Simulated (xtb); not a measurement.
xtb input (GFN2-xTB):

```bash
xtb mol.xyz --gfn 2 --sp --chrg -1 --uhf 0
```
mol.xyz:
```
9

C     -1.62271326    -0.10075261     0.45076606
N     -0.36003254    -0.65295135     0.09427117
Si     0.97913193     0.23338035    -0.27041742
H     -2.37081357    -0.89236610     0.65179384
H     -1.62735358     0.53006311     1.37269548
H     -2.10001624     0.54552154    -0.32538819
H      2.14528141    -0.65719559    -0.60312318
H      1.56385896     1.18067442     0.78744618
H      0.93770338     1.20115284    -1.46207477
```

End of the output:

```
         :::::::::::::::::::::::::::::::::::::::::::::::::::::
         ::                     SUMMARY                     ::
         :::::::::::::::::::::::::::::::::::::::::::::::::::::
         :: total energy             -10.028344303426 Eh    ::
         :: gradient norm              0.013010061625 Eh/a0 ::
         :: HOMO-LUMO gap              5.173263768803 eV    ::
         ::.................................................::
         :: SCC energy               -10.129940930378 Eh    ::
         :: -> isotropic ES            0.140486247826 Eh    ::
         :: -> anisotropic ES          0.017662914495 Eh    ::
         :: -> anisotropic XC          0.003515110522 Eh    ::
         :: -> dispersion             -0.006466390792 Eh    ::
         :: repulsion energy           0.101596626952 Eh    ::
         :: add. restraining           0.000000000000 Eh    ::
         :: total charge              -1.000000000000 e     ::
         :::::::::::::::::::::::::::::::::::::::::::::::::::::

           -------------------------------------------------
          |                Property Printout                |
           -------------------------------------------------

    * Orbital Energies and Occupations

         #    Occupation            Energy/Eh            Energy/eV
      -------------------------------------------------------------
         1        2.0000           -0.4560922             -12.4109
         2        2.0000           -0.4064249             -11.0594
         3        2.0000           -0.3284552              -8.9377
         4        2.0000           -0.2980418              -8.1101
         5        2.0000           -0.2965067              -8.0684
         6        2.0000           -0.2272610              -6.1841
         7        2.0000           -0.2048699              -5.5748
         8        2.0000           -0.2009819              -5.4690
         9        2.0000           -0.1262377              -3.4351
        10        2.0000           -0.1086392              -2.9562 (HOMO)
        11                          0.0814748               2.2170 (LUMO)
        12                          0.0913872               2.4868
Note: The following floating-point exceptions are signalling: IEEE_UNDERFLOW_FLAG IEEE_DENORMAL
normal termination of xtb
        13                          0.0997904               2.7154
        14                          0.1934851               5.2650
        15                          0.2108998               5.7389
        16                          0.3276451               8.9157
        17                          0.3555181               9.6741
        18                          0.3654071               9.9432
        19                          0.4025783              10.9547
        20                          0.5604012              15.2493
        21                          0.8307749              22.6065
       ...                                ...                  ...
        23                          0.9489027              25.8210
      -------------------------------------------------------------
                  HL-Gap            0.1901139 Eh            5.1733 eV
             Fermi-level           -0.0135822 Eh           -0.3696 eV

     #   Z          covCN         q      C6AA      α(0)
     1   6 C        3.732     0.050    19.823     6.355
     2   7 N        1.730    -0.503    34.370     8.674
     3  14 Si       3.564     0.399   101.280    19.367
     4   1 H        0.922    -0.042     3.904     3.090
     5   1 H        0.920    -0.063     4.428     3.291
     6   1 H        0.920    -0.063     4.428     3.291
     7   1 H        0.904    -0.266    17.492     6.543
     8   1 H        0.888    -0.256    16.203     6.300
     9   1 H        0.888    -0.256    16.203     6.300

 Mol. C6AA /au·bohr⁶  :       1485.837193
 Mol. C8AA /au·bohr⁸  :      39592.839246
 Mol. α(0) /au        :         63.210207

Wiberg/Mayer (AO) data.
largest (>0.10) Wiberg bond orders for each atom

 ---------------------------------------------------------------------------
     #   Z sym  total        # sym  WBO       # sym  WBO       # sym  WBO
 ---------------------------------------------------------------------------
     1   6 C    3.990 --     2 N    1.094     4 H    0.973     6 H    0.968
                             5 H    0.968
     2   7 N    2.948 --     3 Si   1.706     1 C    1.094
     3  14 Si   4.225 --     2 N    1.706     8 H    0.833     9 H    0.833
                             7 H    0.832
     4   1 H    0.998 --     1 C    0.973
     5   1 H    0.996 --     1 C    0.968
     6   1 H    0.996 --     1 C    0.968
     7   1 H    0.929 --     3 Si   0.832
     8   1 H    0.935 --     3 Si   0.833
     9   1 H    0.935 --     3 Si   0.833
 ---------------------------------------------------------------------------

Topologies differ in total number of bonds
Writing topology from bond orders to xtbtopo.mol

molecular dipole:
                 x           y           z       tot (Debye)
 q only:       -0.729      -0.091       0.202
   full:       -0.730       0.364       0.207       2.139
molecular quadrupole (traceless):
                xx          xy          yy          xz          yz          zz
 q only:       -4.649      -1.962       1.810       2.239       0.531       2.839
  q+dip:       -3.452      -1.477       0.879       1.802       0.391       2.573
   full:       -2.912      -2.986       0.205       1.663       0.804       2.707

           -------------------------------------------------
          | TOTAL ENERGY              -10.028344303426 Eh   |
          | GRADIENT NORM               0.013010061625 Eh/α |
          | HOMO-LUMO GAP               5.173263768803 eV   |
           -------------------------------------------------

------------------------------------------------------------------------
------------------------------------------------------------------------
 total:
 SCF:
```

It need not be the lowest isomer of its formula. Whether it binds its extra electron was not tested at this geometry.
